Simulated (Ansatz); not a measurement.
Reaction (silylene formation by 1,1-elimination): `CNC(=O)[SiH3]` → `CNC=O` + `[SiH2]`

Calculated with Ansatz (gas phase, PBE0-D4/def2-TZVP geometries, no zero-point term in ΔE). CBS: MP2 limit from def2 TZ/QZ plus the TZ coupled-cluster correction, frozen cores. This one scheme is used for every species. DFT in def2-TZVPP. Each species was taken in one conformer, which may not be the lowest.

`CNC(=O)[SiH3]`:

```xyz
12

C    -1.607   -1.291   -0.131
N    -0.665   -0.214   -0.316
C     0.467   -0.090    0.419
O     0.787   -0.872    1.297
Si    1.622    1.397    0.055
H    -1.710   -1.886   -1.041
H    -1.225   -1.927    0.666
H    -2.590   -0.911    0.158
H    -0.848    0.480   -1.020
H     1.083    2.250   -1.044
H     2.947    0.862   -0.338
H     1.737    2.202    1.294
```

`CNC=O`:

Cartesian coordinates in Å:
```
C 0.087 -1.012 -0.461
N -0.251 0.380 -0.313
C 0.040 1.092 0.797
O 0.603 0.664 1.778
H -0.805 -1.622 -0.620
H 0.775 -1.168 -1.296
H 0.573 -1.332 0.459
H -0.722 0.856 -1.062
H -0.301 2.142 0.717
```

`[SiH2]`:

Z-matrix (Å, degrees):
```
Si
H 1 1.525
H 1 1.525 2 91.2
```

(1) Is it downhill or uphill in electronic energy at CCSD(T)/CBS, and by how much? (An estimate is asked.)

(2) What do these levels give: PBE-D4, BLYP-D4, B97M-V, r2SCAN0-D4, PBE, revPBE, r2SCANh, RPA@PBE/def2-TZVPP, CCSD(T)/def2-SVP, SCS-MP2/def2-TZVPP, SCS-MP2/def2-QZVPP, CCSD/CBS(def2)? (Estimate.)

Largest T1 diagnostic among the species: 0.016.

Results:

(1) The calculation gave: Uphill: ΔE = +220.0 kJ/mol.

(2) Ansatz gave: PBE-D4 227.2, BLYP-D4 211.0, B97M-V 212.1, r2SCAN0-D4 238.6, PBE 219.1, revPBE 203.4, r2SCANh 237.4, RPA@PBE/def2-TZVPP 195.9, CCSD(T)/def2-SVP 201.6, SCS-MP2/def2-TZVPP 218.5, SCS-MP2/def2-QZVPP 223.4, CCSD/CBS(def2) 213.2 kJ/mol.

The D4 term adds +12.9 kJ/mol with B3LYP and +7.1 kJ/mol with PBE0; it sums over pairs of atoms, weighted by their polarisabilities, and B3LYP, whose exchange is more repulsive, gets the larger term. Leaving LDA and LC-ωPBE aside and taking each functional with its dispersion term where it has one, the values, not all of them listed here, spread over 29.8 kJ/mol, from BLYP-D4 to r2SCAN-D4. LDA lies +34.5 kJ/mol from PBE without D4. From BLYP to BHLYP (50 % exact exchange), in def2-TZVPP and without D4, ΔE moves by +16.4 kJ/mol.

B3LYP here is the variant with VWN-RPA as its local correlation; programs differ in this.
